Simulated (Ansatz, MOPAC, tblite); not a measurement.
Breaking a bond: C3H6AuN, SMILES C[N+]#[C-]->[Au][CH3]. The C3–Au7 bond (C3 also carries N; Au7 carries C) is pulled apart rigidly from the PBE0/def2-SVP, def2 effective core potentials past Kr optimised geometry.

Methods: PM7, restricted, heats of formation (MOPAC); PM6, restricted, heats of formation (MOPAC); GFN2-xTB, 300 K electronic temperature (tblite); UKS-PBE0 = unrestricted PBE0/def2-SVP, def2 effective core potentials past Kr (Ansatz, an electronic-structure program).

Energies relative to the lowest point of each curve near equilibrium, in kJ/mol; the last columns give the difference from UKS-PBE0:

| R / Å | PM7 | PM6 | GFN2-xTB | UKS-PBE0 | PM7 − UKS-PBE0 | PM6 − UKS-PBE0 | GFN2-xTB − UKS-PBE0 |
|---|---|---|---|---|---|---|---|
| 1.65 | 114.1 | 306.5 | 65.1 | 150.8 | -36.7 | 155.7 | -85.7 |
| 1.76 | 75.2 | 145.9 | 15.4 | 54.2 | 21.0 | 91.7 | -38.7 |
| 1.89 | 40.0 | 52.1 | 0.0 | 7.8 | 32.2 | 44.3 | -7.8 |
| 1.92 | 33.3 | 39.2 | 0.1 | 3.6 | 29.7 | 35.7 | -3.5 |
| 1.99 | 20.0 | 17.8 | 3.3 | 0.0 | 20.0 | 17.8 | 3.3 |
| 2.07 | 9.0 | 4.3 | 10.1 | 3.4 | 5.6 | 0.9 | 6.6 |
| 2.12 | 4.5 | 0.3 | 15.1 | 8.2 | -3.8 | -8.0 | 6.9 |
| 2.24 | 0.0 | 0.0 | 27.6 | 24.2 | -24.2 | -24.2 | 3.4 |
| 2.43 | 5.5 | 15.3 | 44.5 | 53.1 | -47.7 | -37.8 | -8.6 |
| 2.63 | 16.3 | 38.7 | 57.2 | 80.7 | -64.4 | -42.0 | -23.5 |
| 2.89 | 26.3 | 67.0 | 68.3 | 108.3 | -82.1 | -41.4 | -40.0 |
| 3.23 | 29.1 | 92.1 | 76.2 | 132.0 | -102.8 | -39.8 | -55.7 |
| 3.69 | 24.4 | 108.8 | 80.8 | 149.3 | -125.0 | -40.6 | -68.6 |
| 4.20 | 17.5 | 115.8 | 82.9 | 158.5 | -140.9 | -42.6 | -75.6 |
| 4.90 | 10.5 | 119.4 | 84.7 | 164.2 | -153.7 | -44.9 | -79.6 |
| 5.75 | 6.1 | 121.2 | 86.1 | 167.5 | -161.4 | -46.2 | -81.4 |

PM7 is furthest from UKS-PBE0 at 5.75 (-161.4 kJ/mol, below); its mean absolute difference over the points is 65.7 kJ/mol.

PM6 is furthest from UKS-PBE0 at 1.65 (155.7 kJ/mol, above); its mean absolute difference over the points is 44.6 kJ/mol.

GFN2-xTB is furthest from UKS-PBE0 at 1.65 (-85.7 kJ/mol, below); its mean absolute difference over the points is 36.8 kJ/mol.
